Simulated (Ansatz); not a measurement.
Mulliken charges of BrGaH4N2 (`[NH2][Ga]([NH2])[Br]`) from ωB97M-V/def2-TZVPP in Ansatz (PBE0-D4/def2-TZVP geometry).

```tsv
atom	x (Å)	y (Å)	z (Å)	charge (e)
N1	-1.061	0.688	-1.061	-0.346
Ga2	-0.261	-0.267	0.250	0.523
N3	1.506	-0.233	0.635	-0.346
Br4	-1.591	-1.627	1.525	-0.286
H5	-0.612	1.482	-1.485	0.106
H6	-2.063	0.775	-1.075	0.121
H7	2.182	0.124	-0.019	0.106
H8	1.901	-0.941	1.230	0.121
```

By hand: the dipole of these point charges (1 e Å = 4.8032 D).

Σ q r = (0.311, 0.318, -0.299) e Å, of length 0.536 e Å = 2.57 D.

How does the dipole of the full density compare? (Best estimate.)

Computed: (0.316, 0.324, -0.303) e Å, 2.62 D; the point charges give 0.98 times that, at 0° from its direction.

Point charges leave out the atoms' own dipoles, such as those of lone pairs, and Mulliken's split depends on the basis, so the close match here is no proof of good charges.
